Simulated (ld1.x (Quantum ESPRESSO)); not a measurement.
# Scattering properties, PAW potential for lutetium (Lu)

- Element: lutetium
- Generator: ld1.x (Quantum ESPRESSO) 7.5
- Type: PAW
- Functional: LDA (PZ)
- Relativity: scalar-relativistic
- Frozen core: [Kr] 4d10 4f14
- Valence charge: 11
- Reference configuration: 5s2 5p6 5d1 6s1.5 6p0.5
- Partial waves: 5s (bound): rcut 1.65, rcutus 1.85 bohr; 6s (bound): rcut 1.65, rcutus 1.85 bohr; 5p (bound): rcut 2.15, rcutus 2.30 bohr; 6p (bound): rcut 2.15, rcutus 2.30 bohr; 5d (bound): rcut 2.30, rcutus 4.70 bohr; 5d channel at 0.2 Ry: rcut 2.30, rcutus 4.70 bohr
- Local potential: all-electron potential smoothed inside 1.75 bohr (lloc = -1)
- Core correction: Bessel-smoothed model core, default radius (core density twice the valence density)
- Augmentation charge: PSQ, inside the norm-conserving radii

The phase is arctan(r·u′/u) with u = r·R(r), unwrapped; energies in Ry, scanned from -7 to 5 Ry. A pole is an energy at which the radial function vanishes at the test radius. The pseudo phase is shifted by a multiple of π to meet the all-electron one at the reference energy, and phase errors are pseudo minus all-electron; the curves can meet again beyond the range given. Levels narrower than the energy grid can be missing from the lists of poles.

| channel | radius (bohr) | reference energy (Ry) | poles, all-electron | poles, pseudo | unbroken range about the reference energy with phases within 0.05 rad | phase error 1 Ry above the reference energy (rad) |
| --- | --- | --- | --- | --- | --- | --- |
| s | 5.11 | -0.39 | -0.23, 1.67, 4.66 | -0.23, 1.67, 4.69 | below 2.9 | +0.002 |
| p | 5.11 | -0.13 | 0.26, 2.33 | 0.26, 2.27 | below 1.1 | -0.008 |
| d | 5.11 | -0.18 | -0.12, 1.22, 3.57 | -0.10, 4.49 | -0.2 to -0.1 | +2.309 |

The ghost test of this file was not conclusive. Its overlap operator is not positive definite in a basis up to 400 Ry (lowest eigenvalue p -0.27, d -31.58), so the file is unfit for use: the generalised eigenproblem breaks down once the basis is large enough, and its test numbers describe a broken file.

Phases in the p channel:

| E (Ry) | all-electron | pseudo |
| --- | --- | --- |
| -7.00 | 1.496 | 1.496 |
| -6.74 | 1.494 | 1.494 |
| -6.48 | 1.493 | 1.493 |
| -6.22 | 1.491 | 1.491 |
| -5.96 | 1.489 | 1.489 |
| -5.70 | 1.487 | 1.487 |
| -5.44 | 1.485 | 1.485 |
| -5.18 | 1.483 | 1.483 |
| -4.92 | 1.480 | 1.480 |
| -4.66 | 1.478 | 1.478 |
| -4.40 | 1.475 | 1.475 |
| -4.14 | 1.472 | 1.472 |
| -3.88 | 1.468 | 1.468 |
| -3.62 | 1.465 | 1.465 |
| -3.36 | 1.460 | 1.460 |
| -3.10 | 1.455 | 1.455 |
| -2.84 | 1.450 | 1.450 |
| -2.58 | 1.443 | 1.443 |
| -2.32 | 1.436 | 1.436 |
| -2.06 | 1.426 | 1.426 |
| -1.80 | 1.414 | 1.414 |
| -1.54 | 1.399 | 1.399 |
| -1.28 | 1.378 | 1.378 |
| -1.02 | 1.347 | 1.347 |
| -0.76 | 1.294 | 1.294 |
| -0.50 | 1.173 | 1.173 |
| -0.24 | 0.551 | 0.551 |
| 0.02 | -1.300 | -1.300 |
| 0.28 | -1.581 | -1.581 |
| 0.54 | -1.706 | -1.707 |
| 0.80 | -1.862 | -1.867 |
| 1.06 | -2.407 | -2.457 |
| 1.32 | -4.136 | -4.179 |
| 1.58 | -4.506 | -4.520 |
| 1.84 | -4.617 | -4.626 |
| 2.10 | -4.676 | -4.684 |
| 2.36 | -4.717 | -4.726 |
| 2.62 | -4.754 | -4.766 |
| 2.88 | -4.794 | -4.814 |
| 3.14 | -4.850 | -4.893 |
| 3.40 | -4.963 | -5.115 |
| 3.66 | -5.424 | -6.725 |
| 3.92 | -7.272 | -7.575 |
| 4.18 | -7.636 | -7.716 |
| 4.44 | -7.734 | -7.775 |
| 4.70 | -7.782 | -7.810 |
| 4.96 | -7.813 | -7.835 |
